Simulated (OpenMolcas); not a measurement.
**Pd2+: moving the ligands**

Pd2+ with 6 ligands (water) in octahedral coordination (Th) at 2.22 Å. Ligand basis ANO-RCC-VDZP.
```
Pd    0.0000    0.0000    0.0000
O     2.2200    0.0000    0.0000
H     2.7970    0.7797    0.0000
H     2.7970   -0.7797    0.0000
O     0.0000    2.2200    0.0000
H     0.0000    2.7970    0.7797
H     0.0000    2.7970   -0.7797
O    -2.2200    0.0000    0.0000
H    -2.7970    0.7797    0.0000
H    -2.7970   -0.7797    0.0000
O     0.0000   -2.2200    0.0000
H     0.0000   -2.7970    0.7797
H     0.0000   -2.7970   -0.7797
O     0.0000    0.0000    2.2200
H     0.7797    0.0000    2.7970
H    -0.7797    0.0000    2.7970
O     0.0000    0.0000   -2.2200
H     0.7797    0.0000   -2.7970
H    -0.7797    0.0000   -2.7970
```

* Program: OpenMolcas 26.06
* Method: CASSCF
* Basis: ANO-RCC-VTZP [7s6p4d2f1g]
* Scalar Hamiltonian: DKH2, point nucleus
* Active space: 8 electrons in 5 orbitals (4d)
* State averaging: 2S+1 = 3 even, 10 roots; 2S+1 = 1 even, 15 roots
* Spin-orbit coupling: state interaction with AMFI integrals over the reference wave functions

Runs around this geometry, states (labels of O, taken over from Oh, the nearest higher group). Energies in cm-1 above the lowest state or level, χT in cm3 K/mol; 10Dq and B are least-squares fits to the states below 45000 cm-1, weighted by degeneracy, with a free offset, and given where the rms deviation is under 5 % of |10Dq| (or 100 cm-1) and under 700 cm-1.

| R (Å) | Ground state | First state of that spin | 10Dq | B (rms of fit) | First gap with spin-orbit (degeneracies) | χT at 300 K | First state of another spin |
| --- | --- | --- | --- | --- | --- | --- | --- |
| 2.08 | 3A2 | 3T2 16298 | 16316 | 872 (36) | 12829 (3, 2) | 1.324 | 1E 13588 |
| 2.22 | 3A2 | 3T2 10784 | 10962 | 888 (69) | 9766 (3, 2) | 1.510 | 1E 13773 |
| 2.29 | 3A2 | 3T2 8780 | 8937 | 901 (66) | 7926 (3, 2) | 1.629 | 1E 13811 |

Taking |10Dq| as R^-n, n = -ln(8937 / 16316) / ln(2.29 / 2.08) = 6.3 between the shortest and longest distance. The point-charge formula for a cubic d site gives n = 5.

Without dynamic correlation the repulsion within the d shell is too large (B by tens of per cent), so at a given field states of lower spin stand too high. Real 4d8 and 5d8 ions are as a rule square planar and diamagnetic. With metal d orbitals alone the field can be off either way by tens of per cent. Ligand-to-metal charge-transfer states are missing. With no ligand orbital active B as a rule stays too high, so bands that hang on it stand too high and its fall with covalency is understated. No measured value stands beside these numbers; the geometry is a model, was not optimised and need not be the one that this ion takes.
